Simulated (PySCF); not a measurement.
In(H)(OH)(OEt) (C₂H₇InO₂), SMILES [O]([InH][OH])CC. Geometry optimised at PBE-D3(BJ)/def2-SVP. The structure was generated by enumeration; whether it is a known compound was not checked. The def2 effective core potentials stand for the cores of In; spin–orbit coupling is left out. One conformer was computed; it need not be the lowest.

Computed equilibrium geometry at PBE-D3(BJ)/def2-SVP (PySCF confirms it by a frequency run) as bond lengths and angles (one conformer of several):
Atoms: In1 H2 O3 H4 O5 C6 C7 H8 H9 H10 H11 H12. Bonds (Å): In1–H2 1.721, In1–O3 2.032, In1–O5 2.021, O3–H4 0.977, O5–C6 1.416, C6–C7 1.526, C6–H8 1.116, C6–H9 1.118, C7–H10 1.110, C7–H11 1.110, C7–H12 1.111. Angles (°): H2–In1–O3 129.1, H2–In1–O5 120.4, O3–In1–O5 110.5, In1–O3–H4 110.4, In1–O5–C6 122.7, O5–C6–C7 113.9, O5–C6–H8 106.5, O5–C6–H9 111.5, C7–C6–H8 109.5, C7–C6–H9 109.1, H8–C6–H9 106.1, C6–C7–H10 110.5, C6–C7–H11 111.2, C6–C7–H12 110.5, H10–C7–H11 108.0, H10–C7–H12 108.8, H11–C7–H12 107.8.
Charge 0, spin multiplicity 1.
